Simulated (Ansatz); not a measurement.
Relaxation of tetraphenylphosphonium pentafluorobenzenesulfonate (C30H20F5O3PS) with RKS PBE-D4/def2-SVP.

```sh
$ ansatz run in.yaml --threads 2 --pin off --events-out ev --progress --plain --max-ram 32768MiB --backend cuda --devices 0, --max-vram 18GiB
```

```yaml
crystal:
  periodic: [false, false, false]
  atoms:
    - {symbol: O, position_ang: [-2.108540, -0.502850, -2.611620]}
    - {symbol: S, position_ang: [-1.915390, -0.615200, -1.200550]}
    - {symbol: O, position_ang: [-1.518750, -1.899060, -0.707820]}
    - {symbol: O, position_ang: [-1.136330, 0.507030, -0.602150]}
    - {symbol: C, position_ang: [-3.577200, -0.260460, -0.477230]}
    - {symbol: C, position_ang: [-4.114560, -0.983770, 0.571520]}
    - {symbol: F, position_ang: [-3.405500, -1.916050, 1.203220]}
    - {symbol: C, position_ang: [-5.418580, -0.749910, 1.011400]}
    - {symbol: F, position_ang: [-5.923910, -1.452940, 2.029590]}
    - {symbol: C, position_ang: [-6.194740, 0.223910, 0.391000]}
    - {symbol: F, position_ang: [-7.450530, 0.435020, 0.791480]}
    - {symbol: C, position_ang: [-5.649880, 0.984480, -0.639630]}
    - {symbol: F, position_ang: [-6.379890, 1.944150, -1.213980]}
    - {symbol: C, position_ang: [-4.343560, 0.735030, -1.057920]}
    - {symbol: F, position_ang: [-3.835300, 1.501750, -2.017790]}
    - {symbol: C, position_ang: [1.612300, 4.638330, 0.501040]}
    - {symbol: C, position_ang: [0.351140, 4.184380, 0.153020]}
    - {symbol: C, position_ang: [0.114050, 2.830850, -0.013390]}
    - {symbol: C, position_ang: [1.139350, 1.904410, 0.172670]}
    - {symbol: P, position_ang: [0.930240, 0.109390, -0.066290]}
    - {symbol: C, position_ang: [0.068400, -0.708000, 1.309600]}
    - {symbol: C, position_ang: [-0.686700, 0.056330, 2.187020]}
    - {symbol: C, position_ang: [-1.279990, -0.541730, 3.284490]}
    - {symbol: C, position_ang: [-1.122260, -1.899130, 3.506440]}
    - {symbol: C, position_ang: [-0.371880, -2.660280, 2.626360]}
    - {symbol: C, position_ang: [0.231700, -2.068110, 1.533340]}
    - {symbol: C, position_ang: [2.625620, -0.510880, 0.380670]}
    - {symbol: C, position_ang: [2.958620, -0.688590, 1.723710]}
    - {symbol: C, position_ang: [4.194370, -1.186700, 2.090700]}
    - {symbol: C, position_ang: [5.130310, -1.505410, 1.119600]}
    - {symbol: C, position_ang: [4.827800, -1.297950, -0.215170]}
    - {symbol: C, position_ang: [3.585080, -0.807060, -0.582020]}
    - {symbol: C, position_ang: [0.888480, -0.391570, -1.813240]}
    - {symbol: C, position_ang: [0.752820, 0.569720, -2.806820]}
    - {symbol: C, position_ang: [0.647970, 0.173560, -4.126970]}
    - {symbol: C, position_ang: [0.665180, -1.171570, -4.454040]}
    - {symbol: C, position_ang: [0.808930, -2.125580, -3.461850]}
    - {symbol: C, position_ang: [0.931870, -1.739400, -2.140220]}
    - {symbol: C, position_ang: [2.400730, 2.371840, 0.540110]}
    - {symbol: C, position_ang: [2.634410, 3.726270, 0.698780]}
    - {symbol: H, position_ang: [1.797970, 5.695750, 0.614040]}
    - {symbol: H, position_ang: [-0.455780, 4.888070, 0.005550]}
    - {symbol: H, position_ang: [-0.864210, 2.487050, -0.304370]}
    - {symbol: H, position_ang: [-0.809710, 1.112970, 1.997500]}
    - {symbol: H, position_ang: [-1.867110, 0.055470, 3.966940]}
    - {symbol: H, position_ang: [-1.589720, -2.365320, 4.360130]}
    - {symbol: H, position_ang: [-0.252190, -3.719030, 2.797820]}
    - {symbol: H, position_ang: [0.827360, -2.664090, 0.859780]}
    - {symbol: H, position_ang: [2.242500, -0.433050, 2.492310]}
    - {symbol: H, position_ang: [4.424110, -1.329730, 3.136560]}
    - {symbol: H, position_ang: [6.092410, -1.904490, 1.405510]}
    - {symbol: H, position_ang: [5.560980, -1.527770, -0.974630]}
    - {symbol: H, position_ang: [3.361800, -0.652380, -1.628050]}
    - {symbol: H, position_ang: [0.700310, 1.617190, -2.545420]}
    - {symbol: H, position_ang: [0.532120, 0.914740, -4.903140]}
    - {symbol: H, position_ang: [0.550960, -1.476110, -5.483340]}
    - {symbol: H, position_ang: [0.814340, -3.176100, -3.712050]}
    - {symbol: H, position_ang: [1.030360, -2.487410, -1.368920]}
    - {symbol: H, position_ang: [3.215520, 1.682430, 0.693670]}
    - {symbol: H, position_ang: [3.622080, 4.067560, 0.973050]}
basis:
  gaussian: {orbitals: def2-SVP, fitting: {mean_field: def2-universal-jkfit}}
hamiltonian: {xc: pbe, dispersion: d4}
scf: {lower_state_search: "off"}
output: {orbitals: {seedname: orbitals}}
relax: {f_tol: 0.03, max_steps: 70}
```

Hardware: 2 threads of AMD EPYC 7R13 on a shared host and a share (18 GiB) of an NVIDIA H100 80GB HBM3. Wall time 5.4 min, peak host memory 1.2 GiB.

Positions (Å) and forces (eV/Å) at steps 1, 2, 3, 4 of 50:

```xyz
60
step=1 energy=-71172.5642 eV
O    -2.109   -0.503   -2.612   -0.376    0.385   -3.140
S    -1.915   -0.615   -1.201   -2.783    0.459    0.802
O    -1.519   -1.899   -0.708    0.853   -3.003    1.217
O    -1.136    0.507   -0.602    0.907    2.259    0.921
C    -3.577   -0.260   -0.477    0.780   -0.216   -0.391
C    -4.115   -0.984    0.572    0.161   -0.428    0.407
F    -3.405   -1.916    1.203    0.036   -0.250    0.242
C    -5.419   -0.750    1.011   -0.101   -0.301    0.385
F    -5.924   -1.453    2.030   -0.074   -0.097    0.097
C    -6.195    0.224    0.391   -0.459    0.046    0.175
F    -7.451    0.435    0.791   -0.038    0.047    0.038
C    -5.650    0.984   -0.640   -0.188    0.329   -0.274
F    -6.380    1.944   -1.214   -0.085    0.119   -0.079
C    -4.344    0.735   -1.058   -0.080    0.472   -0.284
F    -3.835    1.502   -2.018   -0.008    0.319   -0.291
C     1.612    4.638    0.501    0.021    0.182    0.034
C     0.351    4.184    0.153   -0.084    0.125    0.000
C     0.114    2.831   -0.013   -0.341   -0.043   -0.106
C     1.139    1.904    0.173   -0.102   -0.474   -0.074
P     0.930    0.109   -0.066    0.686   -0.313    0.120
C     0.068   -0.708    1.310    0.206    0.207   -0.291
C    -0.687    0.056    2.187   -0.010    0.256   -0.137
C    -1.280   -0.542    3.284   -0.097    0.148    0.176
C    -1.122   -1.899    3.506   -0.115   -0.075    0.127
C    -0.372   -2.660    2.626    0.027   -0.184    0.044
C     0.232   -2.068    1.533    0.101   -0.065   -0.140
C     2.626   -0.511    0.381   -0.437    0.177   -0.134
C     2.959   -0.689    1.724   -0.190    0.089    0.175
C     4.194   -1.187    2.091    0.088   -0.010    0.197
C     5.130   -1.505    1.120    0.186   -0.044    0.059
C     4.828   -1.298   -0.215    0.189   -0.076   -0.124
C     3.585   -0.807   -0.582   -0.088    0.095   -0.274
C     0.888   -0.392   -1.813    0.333    0.164    0.505
C     0.753    0.570   -2.807    0.111    0.242    0.089
C     0.648    0.174   -4.127    0.077    0.129   -0.126
C     0.665   -1.172   -4.454   -0.031   -0.063   -0.184
C     0.809   -2.126   -3.462    0.055   -0.188   -0.071
C     0.932   -1.739   -2.140    0.122   -0.164    0.155
C     2.401    2.372    0.540    0.245   -0.112   -0.001
C     2.634    3.726    0.699    0.147    0.105    0.046
H     1.798    5.696    0.614    0.128    0.751    0.101
H    -0.456    4.888    0.006   -0.542    0.441   -0.118
H    -0.864    2.487   -0.304   -0.645   -0.240   -0.207
H    -0.810    1.113    1.998   -0.140    0.651   -0.046
H    -1.867    0.055    3.967   -0.390    0.410    0.457
H    -1.590   -2.365    4.360   -0.337   -0.330    0.607
H    -0.252   -3.719    2.798    0.082   -0.751    0.080
H     0.827   -2.664    0.860    0.391   -0.421   -0.421
H     2.243   -0.433    2.492   -0.416    0.118    0.486
H     4.424   -1.330    3.137    0.162   -0.090    0.709
H     6.092   -1.904    1.406    0.667   -0.275    0.181
H     5.561   -1.528   -0.975    0.474   -0.154   -0.539
H     3.362   -0.652   -1.628   -0.124    0.071   -0.651
H     0.700    1.617   -2.545   -0.043    0.645    0.137
H     0.532    0.915   -4.903   -0.087    0.538   -0.510
H     0.551   -1.476   -5.483   -0.063   -0.218   -0.723
H     0.814   -3.176   -3.712    0.001   -0.707   -0.167
H     1.030   -2.487   -1.369    0.065   -0.497    0.462
H     3.216    1.682    0.694    0.511   -0.401    0.090
H     3.622    4.068    0.973    0.664    0.211    0.186
60
step=2 energy=-71173.2513 eV
O    -2.275   -0.479   -2.649   -0.129    0.318   -1.632
S    -2.058   -0.625   -1.223   -1.162    0.246    0.541
O    -1.697   -1.953   -0.751    0.522   -1.512    0.604
O    -1.192    0.469   -0.620    0.455    1.043    0.296
C    -3.688   -0.227   -0.460    0.330   -0.059   -0.187
C    -4.219   -0.962    0.603    0.108   -0.163    0.151
F    -3.519   -1.916    1.221   -0.047   -0.030    0.067
C    -5.522   -0.718    1.062   -0.059   -0.121    0.088
F    -6.028   -1.435    2.073   -0.025   -0.004    0.020
C    -6.300    0.276    0.456   -0.137    0.042    0.110
F    -7.548    0.497    0.877   -0.005    0.019    0.014
C    -5.762    1.049   -0.581   -0.071    0.097   -0.082
F    -6.496    2.016   -1.142   -0.024    0.033    0.005
C    -4.454    0.803   -1.016   -0.015    0.127   -0.120
F    -3.962    1.578   -1.984   -0.033    0.091   -0.044
C     1.577    4.658    0.493   -0.015    0.056    0.006
C     0.316    4.178    0.127    0.027    0.019   -0.004
C     0.098    2.808   -0.049   -0.140   -0.007   -0.012
C     1.148    1.889    0.151   -0.021   -0.004   -0.038
P     0.969    0.075   -0.064    0.714   -0.151    0.121
C     0.079   -0.731    1.316   -0.017    0.020   -0.111
C    -0.695    0.046    2.188    0.030    0.120   -0.029
C    -1.298   -0.550    3.298   -0.041    0.046   -0.007
C    -1.158   -1.923    3.521   -0.003   -0.045    0.035
C    -0.398   -2.698    2.640   -0.057   -0.066    0.049
C     0.230   -2.105    1.545    0.046   -0.002   -0.121
C     2.683   -0.520    0.390   -0.087    0.027    0.072
C     3.030   -0.691    1.744   -0.095    0.003    0.055
C     4.290   -1.171    2.106    0.035   -0.005    0.041
C     5.230   -1.488    1.119    0.044   -0.014    0.014
C     4.909   -1.295   -0.227    0.075    0.006   -0.004
C     3.648   -0.808   -0.589   -0.019   -0.020   -0.113
C     0.990   -0.420   -1.822   -0.261    0.056    0.124
C     0.876    0.560   -2.818   -0.115    0.074    0.095
C     0.778    0.174   -4.155   -0.018    0.015   -0.053
C     0.781   -1.181   -4.498    0.050   -0.010   -0.074
C     0.924   -2.154   -3.505    0.001   -0.059   -0.017
C     1.041   -1.778   -2.166   -0.153   -0.055    0.089
C     2.416    2.385    0.514    0.072   -0.038    0.036
C     2.626    3.755    0.685    0.020    0.048    0.004
H     1.743    5.732    0.626    0.020    0.183    0.026
H    -0.513    4.877   -0.030   -0.151    0.099   -0.034
H    -0.886    2.444   -0.349   -0.171   -0.126   -0.074
H    -0.821    1.115    1.995   -0.045    0.163    0.002
H    -1.892    0.061    3.985   -0.101    0.112    0.109
H    -1.643   -2.392    4.383   -0.097   -0.085    0.152
H    -0.295   -3.775    2.805    0.027   -0.189    0.013
H     0.837   -2.715    0.871    0.108   -0.124   -0.108
H     2.302   -0.458    2.527   -0.110    0.034    0.127
H     4.531   -1.313    3.165    0.054   -0.014    0.184
H     6.209   -1.888    1.402    0.188   -0.056    0.043
H     5.642   -1.533   -1.005    0.118   -0.032   -0.147
H     3.408   -0.671   -1.648    0.005    0.031   -0.135
H     0.802    1.617   -2.544    0.017    0.156    0.029
H     0.647    0.935   -4.931    0.021    0.147   -0.122
H     0.660   -1.481   -5.544   -0.013   -0.056   -0.185
H     0.911   -3.217   -3.766    0.028   -0.180   -0.049
H     1.119   -2.545   -1.392    0.015   -0.149    0.125
H     3.253    1.703    0.670    0.140   -0.103    0.016
H     3.620    4.116    0.970    0.169    0.052    0.040
60
step=3 energy=-71173.3895 eV
O    -2.305   -0.429   -2.723    0.003    0.111   -0.109
S    -2.088   -0.617   -1.276   -0.173    0.005    0.124
O    -1.723   -1.982   -0.830    0.015   -0.121    0.141
O    -1.192    0.470   -0.645   -0.417    0.108   -0.009
C    -3.707   -0.220   -0.492   -0.048   -0.025   -0.045
C    -4.229   -0.966    0.582    0.022    0.053   -0.015
F    -3.532   -1.932    1.188   -0.058    0.057   -0.061
C    -5.528   -0.716    1.066    0.016    0.035   -0.070
F    -6.025   -1.438    2.078    0.015    0.025   -0.028
C    -6.306    0.305    0.492    0.036   -0.004    0.029
F    -7.541    0.540    0.944    0.050   -0.006   -0.004
C    -5.781    1.086   -0.553    0.029   -0.037    0.021
F    -6.517    2.071   -1.083    0.036   -0.036    0.041
C    -4.479    0.835   -1.019    0.031   -0.046    0.022
F    -4.003    1.631   -1.982   -0.041   -0.066    0.065
C     1.538    4.674    0.482   -0.014   -0.035   -0.013
C     0.285    4.158    0.106    0.075   -0.036    0.031
C     0.098    2.775   -0.064    0.016    0.061   -0.017
C     1.178    1.879    0.145    0.053    0.159    0.049
P     1.035    0.048   -0.040    0.390   -0.093   -0.010
C     0.101   -0.743    1.326   -0.101   -0.019   -0.027
C    -0.680    0.047    2.192   -0.019   -0.037    0.040
C    -1.328   -0.553    3.285    0.046   -0.012   -0.050
C    -1.218   -1.939    3.501   -0.010   -0.001   -0.049
C    -0.457   -2.726    2.620   -0.029    0.028    0.017
C     0.209   -2.131    1.537    0.044    0.044    0.000
C     2.755   -0.549    0.419    0.022    0.000   -0.030
C     3.106   -0.718    1.780   -0.044    0.014    0.008
C     4.387   -1.164    2.143   -0.013   -0.002   -0.063
C     5.341   -1.456    1.150   -0.025    0.035    0.016
C     5.013   -1.272   -0.204   -0.034   -0.005    0.016
C     3.732   -0.817   -0.567   -0.042    0.041   -0.029
C     0.923   -0.452   -1.803    0.071   -0.139    0.058
C     0.818    0.542   -2.796    0.219    0.044   -0.065
C     0.757    0.167   -4.147    0.018    0.010    0.002
C     0.767   -1.192   -4.507   -0.033   -0.035    0.054
C     0.850   -2.181   -3.511   -0.032    0.071   -0.019
C     0.917   -1.818   -2.155    0.262    0.064   -0.024
C     2.441    2.411    0.507   -0.029   -0.019    0.001
C     2.617    3.795    0.674   -0.044    0.003   -0.006
H     1.676    5.761    0.621   -0.019   -0.125   -0.028
H    -0.566    4.840   -0.061    0.079   -0.080    0.015
H    -0.880    2.381   -0.379    0.105   -0.028    0.042
H    -0.792    1.127    2.007    0.028   -0.095    0.029
H    -1.929    0.070    3.970    0.048   -0.057   -0.070
H    -1.735   -2.409    4.355    0.052    0.056   -0.096
H    -0.378   -3.816    2.776   -0.012    0.118   -0.028
H     0.824   -2.754    0.867   -0.060    0.050    0.062
H     2.366   -0.502    2.570    0.056   -0.028   -0.075
H     4.639   -1.291    3.210   -0.026    0.007   -0.101
H     6.343   -1.825    1.433   -0.106    0.049   -0.029
H     5.755   -1.493   -0.990   -0.073    0.033    0.075
H     3.495   -0.668   -1.632   -0.030   -0.040    0.050
H     0.798    1.609   -2.517   -0.025   -0.154   -0.036
H     0.695    0.947   -4.928   -0.036   -0.120    0.145
H     0.695   -1.482   -5.570    0.038    0.030    0.141
H     0.862   -3.249   -3.788   -0.048    0.107    0.037
H     0.991   -2.600   -1.383   -0.059    0.081   -0.091
H     3.304    1.746    0.661   -0.070    0.037   -0.005
H     3.610    4.182    0.959   -0.103   -0.037   -0.030
60
step=4 energy=-71173.4630 eV
O    -2.349   -0.458   -2.740    0.009    0.005   -0.041
S    -2.141   -0.630   -1.287    0.139    0.190    0.178
O    -1.748   -1.985   -0.820   -0.028    0.024    0.022
O    -1.279    0.488   -0.662   -0.242   -0.110   -0.078
C    -3.764   -0.252   -0.515   -0.059   -0.077   -0.025
C    -4.274   -0.985    0.572   -0.023    0.041   -0.040
F    -3.581   -1.956    1.170   -0.010    0.004   -0.023
C    -5.563   -0.722    1.073    0.010    0.039   -0.034
F    -6.052   -1.438    2.094    0.001   -0.005    0.008
C    -6.336    0.309    0.516    0.026   -0.002    0.010
F    -7.559    0.562    0.991    0.017    0.002    0.008
C    -5.821    1.079   -0.541    0.015   -0.033    0.010
F    -6.550    2.077   -1.053    0.005   -0.006    0.010
C    -4.534    0.807   -1.033    0.033    0.010    0.051
F    -4.065    1.597   -2.003   -0.036   -0.044    0.013
C     1.555    4.678    0.479   -0.001   -0.017   -0.001
C     0.307    4.154    0.107    0.019   -0.004   -0.004
C     0.127    2.773   -0.061    0.021    0.010    0.008
C     1.212    1.888    0.156    0.007    0.023    0.009
P     1.079    0.058   -0.029    0.280   -0.079    0.050
C     0.108   -0.727    1.306    0.013    0.075   -0.055
C    -0.660    0.061    2.182   -0.028   -0.001    0.016
C    -1.328   -0.548    3.255    0.019   -0.004   -0.017
C    -1.238   -1.938    3.448    0.007    0.004   -0.026
C    -0.478   -2.720    2.565   -0.002    0.012   -0.004
C     0.203   -2.117    1.497   -0.043   -0.030   -0.029
C     2.785   -0.547    0.424   -0.102    0.014   -0.022
C     3.130   -0.725    1.782   -0.008    0.010    0.015
C     4.414   -1.161    2.138    0.004   -0.003   -0.026
C     5.369   -1.433    1.143   -0.017    0.018    0.005
C     5.035   -1.255   -0.209   -0.019    0.005    0.008
C     3.751   -0.813   -0.569   -0.003    0.010   -0.024
C     0.950   -0.451   -1.778    0.058    0.027    0.104
C     0.869    0.539   -2.775    0.008    0.011   -0.080
C     0.783    0.156   -4.120    0.033    0.007   -0.013
C     0.775   -1.204   -4.470   -0.019   -0.005    0.040
C     0.847   -2.186   -3.469    0.035    0.019    0.003
C     0.944   -1.815   -2.120   -0.005   -0.014   -0.023
C     2.469    2.423    0.522    0.021   -0.010   -0.001
C     2.636    3.807    0.682   -0.005    0.003    0.001
H     1.687    5.765    0.608   -0.007   -0.051   -0.007
H    -0.548    4.828   -0.063    0.038   -0.032    0.005
H    -0.846    2.371   -0.374   -0.008   -0.089   -0.005
H    -0.745    1.146    2.022    0.001   -0.050    0.002
H    -1.927    0.070    3.942    0.023   -0.027   -0.027
H    -1.765   -2.413    4.291    0.012    0.027   -0.056
H    -0.410   -3.810    2.707   -0.015    0.052   -0.020
H     0.802   -2.735    0.811   -0.017    0.015    0.085
H     2.386   -0.529    2.570    0.026    0.006   -0.036
H     4.667   -1.297    3.202   -0.005    0.000   -0.046
H     6.374   -1.788    1.422   -0.046    0.023   -0.012
H     5.776   -1.468   -0.997   -0.025    0.006    0.034
H     3.496   -0.686   -1.632    0.003    0.014    0.025
H     0.850    1.604   -2.501   -0.012   -0.054   -0.012
H     0.704    0.931   -4.900    0.018   -0.053    0.057
H     0.704   -1.499   -5.530   -0.027    0.010    0.067
H     0.821   -3.254   -3.737    0.004    0.055    0.018
H     0.993   -2.590   -1.341   -0.025    0.030   -0.073
H     3.332    1.763    0.682   -0.029    0.010    0.005
H     3.624    4.201    0.966   -0.040   -0.011   -0.011
```

Single mean-field runs in def2-SVP are fitted with def2-universal-jkfit. In the singlet geometry the species has come apart into loosely held pieces.
